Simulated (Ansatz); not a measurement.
Name a neutral molecule of Al, C, Cl, Si and H with HOMO energy (B3LYP/def2-TZVPP) between -6.15 and -5.85 eV and LUMO energy (ωB97M-V/def2-TZVPP) between -0.60 and -0.30 eV (Ansatz, PBE0-D4/def2-TZVP geometry).

`Cl[SiH]1[CH2][AlH]1` (-6.04 eV, -0.35 eV). Other molecules can fit too; these were computed, each in one conformer that needn't be the lowest.

B3LYP here is the variant with VWN-RPA as its local correlation; programs differ in this.
